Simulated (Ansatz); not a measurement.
Ideal-gas functions of `C#[C][In]([F])[F]` at 400 K and 1 bar, from an Ansatz frequency run at PBE0-D4/def2-TZVP.

Molar mass 177.84 g/mol, point group C2v (symmetry number 2), electronic degeneracy 1, moments of inertia 93.415, 239.465, 332.88 u Å². Harmonic wavenumbers (cm⁻¹, unscaled): 77, 107, 146, 221, 229, 465, 613, 620, 726, 746, 2150, 3458.

Use S(trans) = R[1.5 ln M + 2.5 ln T − 1.1517]; rotational temperatures θ = 24.2544 K / I; S(rot) = R[ln(√π/σ · √(T³/θAθBθC)) + 1.5]; for each mode x = 1.438777 ν̃/T, S = R[x/(eˣ − 1) − ln(1 − e⁻ˣ)] and H = RT x/(eˣ − 1); 1 cm⁻¹ = 0.0119627 kJ/mol; R = 8.31446 J/(mol·K).

Problem. By hand: the entropy, in J/(mol·K).

Solution. Translation 179.6. Rotation: θ = 0.2596, 0.1013, 0.0729 K, giving 112.2. Vibration, mode by mode: 19.02, 16.30, 13.76, 10.44, 10.16, 4.94, 3.24, 3.18, 2.35, 2.22, 0.03, 0.00, in all 85.7. Electronic 0.0. Sum 377.5 J/(mol·K).

Problem. By hand: H − E and G − E in kJ/mol, counted from the electronic energy.

Solution. Zero-point energy ½ × 9558 × 0.0119627 = 57.2; thermal vibration 16.9; translation, rotation and pV give 4 RT = 13.3. H − E = 87.4 kJ/mol, and G − E = 87.4 − 400 × 377.5/1000 = -63.6 kJ/mol.

Vibration gives 23 % of the entropy, 49.1 J/(mol·K) of it from the modes under 150 cm⁻¹: soft modes count most, and the harmonic formula is weakest for them.
